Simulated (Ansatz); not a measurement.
Geometry optimisation, UHF/def2-SVP in Ansatz 0.2.0.

Input:

```yaml
crystal:
  periodic: [false, false, false]
  atoms:
    - { symbol: Ge, position_ang: [0.024699, 0.037909, -0.096615] }
    - { symbol: Cl, position_ang: [0.123382, 0.192624, 2.080723] }
    - { symbol: Cl, position_ang: [1.99602, -0.015922, -0.87453] }
    - { symbol: Cl, position_ang: [-1.011833, 1.721329, -0.862507] }
    - { symbol: Cl, position_ang: [-1.005246, -1.740987, -0.628739] }
    - { symbol: O, position_ang: [-0.061765, -0.095543, 4.859112] }
    - { symbol: H, position_ang: [-0.577356, -0.90051, 4.831756] }
magnetization:
  spin_polarized: true
  initial_magnetization: 1
basis:
  gaussian: { orbitals: def2-SVP }
hamiltonian:
  xc: hf
relax:
  f_tol: 0.03
  max_steps: 50
output:
  orbitals: {}
```

Run as:

```bash
$ ansatz run input.yaml --threads 4 --pin off --max-ram 5120MiB --backend cpu --events-out ev --progress --plain --runs-dir out
```

**Question.** Where does it end, and by what steps?

**Answer.** The run converged. The force dipped under the threshold on the way, but the program's further checks kept it going. After 15 steps the energy has fallen by 0.108 eV; O6 moved furthest, 0.64 Å.

| step | energy less start (eV) | largest force component (eV/Å) | accepted |
| --- | --- | --- | --- |
| 0 | 0.0000 | 1.330 | yes |
| 1 | -0.0756 | 0.717 | yes |
| 2 | -0.0942 | 0.354 | yes |
| 3 | -0.1003 | 0.398 | yes |
| 4 | -0.1045 | 0.135 | yes |
| 5 | -0.1055 | 0.036 | yes |
| 6 | -0.1058 | 0.028 | yes |
| 7 | -0.1043 | 0.259 | no |
| 8 | -0.1064 | 0.065 | yes |
| 9 | -0.1047 | 0.299 | no |
| 10 | -0.1070 | 0.011 | yes |
| 11 | -0.1069 | 0.166 | no |
| 12 | -0.1072 | 0.018 | yes |
| 13 | -0.1073 | 0.036 | yes |
| 14 | -0.1076 | 0.103 | yes |
| 15 | -0.1085 | 0.026 | yes |

```xyz
7
Properties=species:S:1:pos:R:3
Ge 0.053 0.084 -0.167
Cl 0.278 0.444 1.917
Cl 1.968 -0.059 -1.069
Cl -1.034 1.681 -1.045
Cl -1.004 -1.737 -0.449
O -0.223 -0.346 5.427
H -0.549 -0.868 4.694
```

Whether the end is a true minimum wasn't checked by a vibrational analysis.

Time of the run: 2 min on 4 threads of Arm Neoverse V1, on a shared host, peak memory 0.86 GiB.
